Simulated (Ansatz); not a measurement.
## Energy profile

The step: GaH₃O ([OH][GaH2]) + H₂S → GaH₃S ([SH][GaH2]) + H₂O (still joined by a long Ga–O bond); bonds formed: O2–H5; dative contacts that become bonds: Ga1–S6; bonds broken: H5–S6; bonds weakened to dative contacts: Ga1–O2 (atoms numbered as in the saddle structure below).

```
8
angstrom
Ga -0.4821 -0.8067 0.3490
O -0.9491 0.8932 -0.3807
H -0.5285 -1.9315 -0.7286
H -0.7687 -0.8864 1.8839
H 0.5181 1.0569 -0.2491
S 1.7525 0.3198 0.1008
H -1.4843 1.4550 0.1854
H 1.9420 -0.1003 -1.1606
```

Electronic energies by CCSD(T) at an estimated basis limit (MP2 extrapolated from triple and quadruple zeta, plus CCSD(T) − MP2 in triple zeta), on PBE0-D4/def2-TZVP structures; GaH5SO, closed shell; no counterpoise correction. Ansatz 0.2.0; basis: def2-TZVPP and def2-QZVPP; cores frozen in the correlated methods. Filled d shells of the heavier atoms are correlated. The def2 sets are not built for correlating such inner shells, so the correlated values are less sure here. Extrapolation: Hartree–Fock as exp(−7.88 √X), correlation as X^−2.97.

(1) Give the profile in kcal/mol, counted from the separated reactants. (Judge from chemistry; the value comes from the calculation.)

The T1 diagnostic stays at or below 0.016.

## Answers

(1) The calculation gives:
| point | kcal/mol |
| --- | --- |
| separated: GaH3O (linked as [OH][GaH2]; Ga1, O2, H3, H4, H7; singlet) + H2S (H5, S6, H8; singlet) | 0.00 |
| start structure | -8.88 |
| saddle | -3.85 |
| end structure | -22.85 |
| separated: GaH3S (linked as [SH][GaH2]; Ga1, H3, H4, S6, H8; singlet) + H2O (O2, H5, H7; singlet) | -8.88 |
The saddle lies below the separated reactants: the barrier is submerged.

For scale, one of the runs: CCSD(T)/def2-TZVPP, 191 basis functions, launched by `ansatz run in.yaml --threads 4 --pin off --events-out ev --progress --plain --max-ram 9574MiB`. Time: 56 s of wall clock on 4 CPU threads of an Intel Xeon; the host was shared. Peak host memory: 2 GiB.
